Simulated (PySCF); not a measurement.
Zero-point energy (kcal/mol) of eight silicon and germanium compounds: PBE-D3(BJ) beside PBE0-D3(BJ), computed with PySCF for isolated molecules in the bases named; differences from unrounded values. The eight are the first of their class met in an unordered collection, after screening for sound electronic states; none was chosen by its value. Each level has its own optimised geometry.

| molecule | basis | PBE0-D3(BJ) | PBE-D3(BJ) | difference |
|---|---|---|---|---|
| CH8GeOSi, SMILES O[CH2][GeH2][SiH3] | def2-SVP | 51.84 | 49.97 | -1.87 |
| C₂H₉NOSi, SMILES [Si@@H](O)(N)CC | def2-SVP | 71.88 | 69.58 | -2.31 |
| GeH7NOSi, SMILES N[SiH2][O][GeH3] | def2-SVP | 44.87 | 43.30 | -1.57 |
| F2H5NSi2, SMILES F[SiH2]N[SiH2]F | def2-SVP | 36.36 | 35.11 | -1.25 |
| trifluoro(fluorosilyloxy)silane (F₄H₂OSi₂), SMILES F[SiH2]O[Si](F)(F)F | def2-SVP | 22.29 | 21.50 | -0.79 |
| Ge(H)2(Me)(OMe) (C2H8GeO), SMILES C[O][GeH2][CH3] | def2-SVP | 59.11 | 57.04 | -2.07 |
| C2H8O2Si2, SMILES O[Si@H]1C[SiH2]CO1 | def2-SVP | 62.58 | 60.43 | -2.16 |
| CH9ClOSi3, SMILES C[SiH2]O[Si@H]([SiH3])Cl | def2-SVP | 59.43 | 57.50 | -1.93 |

PBE-D3(BJ) lies below PBE0-D3(BJ) in 8 and above it in 0 of the eight; the mean signed difference is -1.74 and the largest -2.31 kcal/mol.
